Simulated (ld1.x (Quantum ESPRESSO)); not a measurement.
# Nd (Z = 60): variants of one RRKJ potential

Base potential:

- Element: Nd (Z = 60)
- Generator: ld1.x (Quantum ESPRESSO) 7.5
- Type: norm-conserving RRKJ (Kleinman–Bylander form)
- Functional: PBE
- Relativity: scalar-relativistic
- Frozen core: [Kr] 4d10 4f3
- Valence charge: 11
- Reference configuration: 5s2 5p6 5d1 6s2 6p0
- Partial waves: 5p (bound): rc 2.40 bohr; 5d (bound): rc 2.35 bohr; 5s (bound): rc 1.40 bohr
- Local potential: the s channel
- Core correction: a·sin(br)/r model core inside 1.35 bohr
- rho0: 0.001

Occupied shells without a wave of their own: 6s. They enter only through the test configuration that unscreens the potential, and ld1.x also counts them in the model core charge.

All-electron outer shells of the reference configuration (PBE, scalar-relativistic, ld1.x):

```csv
shell,level (eV),outermost node (bohr),outermost maximum (bohr)
4d,-123.13,0.29,0.62
5s,-43.70,0.72,1.31
5p,-24.67,0.77,1.48
4f,-6.90,–,0.65
6s,-3.87,1.74,3.60
5d,-2.92,0.87,2.08
6p,-1.34,2.07,4.74
```

Cutoffs, loose and tight: the cutoffs (Ry, on a coarse ladder) from which the occupation-weighted sum of valence levels, in a spherical-Bessel basis at the reference potential, stays within 10 and 1 mRy of its value at 400 Ry. They do not see the model core or the augmentation charge, which bear on the density cutoff. Test errors are all-electron minus pseudo excitation energies from the reference, over the configurations 5s2 5p6 5d1 6s1 6p0; 5s2 5p6 5d1 6s0 6p0; 5s2 5p6 5d0 6s0 6p0; 5s2 5p6 5d1 6s0 6p1; 5s1 5p6 5d1 6s2 6p0; 5s2 5p6 5d0 6s2 6p0; 5s2 5p6 5d0 6s2 6p1. A dash means not determined; rows that change the core or the reference have their own tests.

With those shells counted twice in exchange and correlation these files are broken, and their errors move erratically; no question is asked of them.

| change | outcome | cutoff, loose | cutoff, tight | bound ghosts | largest test error (meV) |
| --- | --- | --- | --- | --- | --- |
| base | generated | 55 Ry | 100 Ry | none | -1092 |
| all radii but the core radius scaled by about 0.79 (s 1.10, p 1.90, d 1.86 bohr) | generated, misses its reference levels by 0.20 eV | 140 Ry | 300 Ry | none | -1933 |
| all radii but the core radius scaled by about 0.84 (s 1.18, p 2.02, d 1.98 bohr) | generated | 110 Ry | 200 Ry | none | -1420 |
| all radii but the core radius scaled by about 0.94 (s 1.32, p 2.26, d 2.20 bohr) | generated | 55 Ry | 100 Ry | none | -1122 |
| all radii but the core radius scaled by about 1.11 (s 1.56, p 2.66, d 2.62 bohr) | generated | 50 Ry | 100 Ry | none | -1169 |
| all radii but the core radius scaled by about 1.19 (s 1.66, p 2.86, d 2.80 bohr) | generated | 50 Ry | 90 Ry | none | -1287 |
| all radii but the core radius scaled by about 1.30 (s 1.82, p 3.12, d 3.06 bohr) | generated, misses its reference levels by 0.18 eV | 40 Ry | 70 Ry | none | -1793 |
| all radii but the core radius scaled by about 1.37 (s 1.92, p 3.30, d 3.22 bohr) | generated, misses its reference levels by 0.28 eV | 40 Ry | 60 Ry | none | -2251 |

Reading the sweep of the scale of all radii but the core radius (base = 1) (base included, trends over the rows without a ghost): The loose cutoff falls from 140 Ry at 0.79 to 40 Ry at 1.37. A larger radius leaves more room for a smooth pseudo-wave, so fewer plane waves are needed; a smaller one forces it to follow the all-electron wave where it bends sharply. The median size of the test errors (rows with all tests solved) is not monotonic: lowest 199.2 meV at 1, highest 497.6 meV at 1.37.
